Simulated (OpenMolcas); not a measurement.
**Tc4+: ligand-field states by method**

Tc4+ with 6 ligands (fluoride) in octahedral coordination (Oh) at 1.96 Å. A charge of +0.333 e stands 2.6 Å behind each ligand. Ligand basis ANO-RCC-VDZP.

- Program: OpenMolcas 26.06
- Basis: ANO-RCC-VDZP [6s5p3d1f]
- Scalar Hamiltonian: DKH2, point nucleus
- Active space: 3 electrons in 5 orbitals (4d)
- State averaging: 2S+1 = 4 even, 10 roots; 2S+1 = 2 even, 40 roots
- Spin-orbit coupling: state interaction with AMFI integrals over the reference wave functions

I. CASSCF
II. SS-CASPT2, IPEA 0.25 Eh, imaginary shift 0.1 Eh (closed shells correlated: 4s 4p and the ligand valence shells)

Spin-free states (labels of O, the rotations of Oh) in cm-1, each column counted from its own energy of the first state listed:

| State | Degeneracy | I | II |
| --- | --- | --- | --- |
| 4A2 | 1 | 0 | 0 |
| 2E | 2 | 15318 | 11820 |
| 2T1 | 3 | 16026 | 12070 |
| 2T2 | 3 | 24084 | 19160 |
| 4T2 | 3 | 28364 | 30220 |
| 4T1 | 3 | 36650 | 36600 |
| 2A1 | 1 | 40496 | 38300 |
| 2S+1 = 2 | 3 | 42431 | 40690 |
| 2S+1 = 2 | 3 | 43233 | 41310 |
| 2E | 2 | 45045 | 42050 |
| 2T1 | 3 | 48459 | 45220 |
| 2T2 | 3 | 53510 | 48920 |
| 2A2 | 1 | 55709 | 49600 |
| 4T1 | 3 | 59608 | 62360 |
| 2E | 2 | 66234 | 59400 |

From I to II, I's first state of the same spin (4T2) moves from 28364 to 30220 cm-1, by about +1900 cm-1.

From I to II, I's first state of another spin (2E) moves from 15318 to 11820 cm-1, by about -3500 cm-1.

I: A least-squares ligand-field fit to the states below 45000 cm-1, each weighted by its degeneracy and with a free common offset, gives 10Dq = 27671 cm-1, B = 794 cm-1 and C = 2961 cm-1 (C/B = 3.73), with an rms deviation of 235 cm-1. The same method and metal basis give the free ion B = 902 cm-1 (fit to its terms below 60000 cm-1, rms deviation 25 cm-1), so the nephelauxetic ratio is β = 794 / 902 = 0.88; it hangs on how both fits weigh the states, and computed free-ion B values tend to be too large, so β mixes covalency with correlation.

χT at 300 K: I 1.76, II 1.76 cm3 K/mol.

Roots that are degenerate in the reference are averaged as groups; the widest CASPT2 spread within a group is 79 cm-1 (the 2-fold group of multiplicity 2 near 42100 cm-1 above the lowest state of its run, II). Shifts and gaps below about the spread of the groups concerned are not significant. Over all roots computed the reference weight is 0.69 to 0.70 in II; a low but even weight reflects the number of correlated electrons. The least metal-like active orbital is 77 % on the metal (Löwdin) and no ligand orbital is active, so the numbers are rough. Ligand-to-metal charge-transfer states are missing. With no ligand orbital active B as a rule stays too high, so bands that hang on it stand too high and its fall with covalency is understated. Without dynamic correlation the repulsion within the d shell is too large (B by tens of per cent), so at a given field states of lower spin stand too high (holds for I). With metal d orbitals alone the field can be off either way by tens of per cent (holds for I). With one d shell and no ligand orbital active, 10Dq can be off by a tenth or more (holds for II). No measured value stands beside these numbers; the geometry is a model, was not optimised and need not be the one that this ion takes.

A state without a sure symmetry label is named by its multiplicity alone.
